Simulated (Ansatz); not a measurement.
`C[O][Ti]12345678([F])([C@H]9[C@@H]1[C@@H]2[C@@H]3[C@H]94)[C@H]1[C@@H]5[C@@H]6[C@@H]7[C@H]18`. Charge 0, multiplicity 1. Geometry: relaxed with PBE0-D4/def2-TZVP. It is one conformer, not always the lowest.

```xyz
27

C    -2.076   -2.056    0.133
O    -1.210   -1.236   -0.579
Ti   -0.218    0.203    0.018
F    -1.601    1.039    0.879
C     0.110   -0.813    2.186
C     0.672    0.481    2.251
C     1.754    0.532    1.364
C     1.860   -0.734    0.733
C     0.858   -1.563    1.265
C    -0.717    2.072   -1.442
C     0.623    2.193   -1.022
C     1.345    1.108   -1.568
C     0.443    0.305   -2.288
C    -0.831    0.911   -2.215
H    -1.541   -2.770    0.776
H    -2.749   -1.468    0.770
H    -2.687   -2.635   -0.570
H    -0.773   -1.142    2.711
H     0.285    1.306    2.828
H     2.383    1.388    1.179
H     2.593   -1.023   -0.004
H     0.661   -2.580    0.961
H    -1.531    2.710   -1.136
H     1.023    2.975   -0.394
H     2.400    0.925   -1.446
H     0.672   -0.628   -2.779
H    -1.746    0.500   -2.610
```

Problem. What is the dipole moment at ωB97M-V/def2-TZVPP? (An estimate is asked.)

Solution. The calculation gave: 2.04 D, with components (1.98, -0.44, -0.13) D in this frame, pointing from negative to positive charge.

Problem. And with PBE, r2SCAN, B3LYP? (Best estimate.)

Solution. Ansatz gave: PBE 1.74 D, r2SCAN 1.84 D, B3LYP 1.98 D.

Problem. Give the Mulliken charges with ωB97M-V, r2SCAN, PBE in def2-TZVPP. (Estimate.)

Solution. Computed: 
```csv
atom,ωB97M-V,r2SCAN,PBE
C1,-0.19,0.02,-0.12
O2,-0.33,-0.36,-0.28
Ti3,0.35,0.45,0.19
F4,-0.33,-0.36,-0.31
C5,-0.13,-0.11,-0.12
C6,-0.06,-0.05,-0.04
C7,-0.18,-0.14,-0.17
C8,-0.09,-0.07,-0.07
C9,-0.14,-0.10,-0.12
C10,-0.11,-0.08,-0.10
C11,-0.10,-0.10,-0.09
C12,-0.19,-0.13,-0.17
C13,-0.07,-0.07,-0.05
C14,-0.09,-0.07,-0.08
H15,0.08,0.02,0.06
H16,0.12,0.06,0.10
H17,0.11,0.05,0.09
H18,0.13,0.10,0.12
H19,0.14,0.11,0.13
H20,0.13,0.10,0.13
H21,0.13,0.11,0.13
H22,0.12,0.10,0.12
H23,0.14,0.10,0.13
H24,0.13,0.11,0.12
H25,0.13,0.10,0.13
H26,0.14,0.11,0.13
H27,0.13,0.10,0.12
```

B3LYP here is the variant with VWN-RPA as its local correlation; programs differ in this.
